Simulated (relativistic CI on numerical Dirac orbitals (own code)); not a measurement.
**Slater and spin-orbit integrals, Cu+**

Method of calculation: Dirac-Coulomb-Breit CI, KLI orbitals optimised for each configuration, QED by a radiative potential, valence Slater integrals scaled by 0.85, P86 correlation energy added to each configuration (own radial code, finite nucleus).

Slater integrals F^k, G^k are unscaled and averaged over j, outside the closed core [Ar]; ζ comes from projecting the Hamiltonian with its Breit term on Σ l·s of the shell.

- 3d9 4s: ζ(3d) = 800.49, G^2(3d,4s) = 11484 cm⁻¹; <r>(3d) = 0.9275, <r^2>(3d) = 1.135, <r>(4s) = 2.495, <r^2>(4s) = 7.189 (bohr units).
- 3d9 4p: ζ(3d) = 806.97, F^2(3d,4p) = 14907, G^1(3d,4p) = 6225.2, G^3(3d,4p) = 4988.7, ζ(4p) = 430.62 cm⁻¹; <r>(3d) = 0.9194, <r^2>(3d) = 1.108, <r>(4p) = 3.259, <r^2>(4p) = 12.34 (bohr units).
- 3d8 4s2: F^2(3d,3d) = 108050, F^4(3d,3d) = 67241, ζ(3d) = 872.65 cm⁻¹; <r>(3d) = 0.8734, <r^2>(3d) = 0.9847 (bohr units).

Task: Give the Racah parameters of the d shell in 3d8 4s2.

Result: B = F²/49 − 5F⁴/441 = 1443 cm⁻¹ and C = 35F⁴/441 = 5337 cm⁻¹; values fitted to spectra at such low charge are typically 15 to 30 % smaller.

In this model ζ of a weakly bound d, f or g electron outside closed shells comes out too small, for d by up to a factor of two or three and at times with the wrong sign; that of an outer p electron is too small as well.

Correlation outside the listed configurations is missing or only estimated: errors of thousands of cm⁻¹ between configurations and terms are usual at this charge. Rates and lifetimes follow the computed energies and can be off by large factors. The fine structure of a lone outer electron comes out too small, for d and f at times inverted, and misplaced configurations move strength between like terms. 13 of the 15 excited levels that our extract of the measured tables holds in this range could be paired (the sources list more); they are missed by 11939 cm⁻¹ on average and 13016 at most, and levels without a partner can miss by more.

Averages of the first 10 configurations, taken without configuration mixing, which lowers the lowest level and can move excited configurations by several eV; other configurations of the list can lie among them:

| Configuration | Parity | States | Average energy above the lowest level (eV) |
| --- | --- | --- | --- |
| 3d10 | even | 1 | 0.1 |
| 3d9 4s | even | 20 | 1.7 |
| 3d9 4p | odd | 60 | 7.2 |
| 3d8 4s2 | even | 45 | 8.6 |
| 3d9 5s | even | 20 | 11.6 |
| 3d8 4s 4p | odd | 540 | 13.8 |
| 3d9 4d | even | 100 | 12.5 |
| 3d9 5p | odd | 60 | 13.2 |
| 3d9 4f | odd | 140 | 15.2 |
| 3d9 5d | even | 100 | 15.1 |
